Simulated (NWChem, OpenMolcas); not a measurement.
**RbF (SMILES [F][Rb]): the vertical ionisation energy from total energies**

The species is RbF (2 atoms), meant as a singlet with charge 0. As SMILES, `[F][Rb]`. Geometry: relaxed at PBE0-D4/def2-TZVP.

```tsv
atom	x (Å)	y (Å)	z (Å)
F	0.0000	0.0000	-0.0710
Rb	0.0000	0.0000	2.2686
```

Both states at this one shape; open shells run unrestricted unless said. 1 Eh = 27.2114 eV.

| level | program | singlet RbF (Eh) | doublet RbF+ (Eh) |
| --- | --- | --- | --- |
| MP2/def2-SVP (core potential), 1 core orbital frozen | NWChem | -123.433641 | -123.116752 |
| CCSD(T)/def2-TZVP (core potential), open shells restricted, 1 core orbital frozen | OpenMolcas | -123.670739 | -123.338572 |

**Question.** Work out the vertical ionisation energy at each level.

**Answer.** 
1. MP2/def2-SVP (core potential): -123.116752 − (-123.433641) = 0.316889 Eh = 8.62 eV.
2. CCSD(T)/def2-TZVP (core potential), open shells restricted: -123.338572 − (-123.670739) = 0.332167 Eh = 9.04 eV.

No measured value is set beside it here; the levels span 8.62 to 9.04 eV. Spin-orbit coupling, which splits open shells on such heavy atoms by tenths of an eV, is left out.
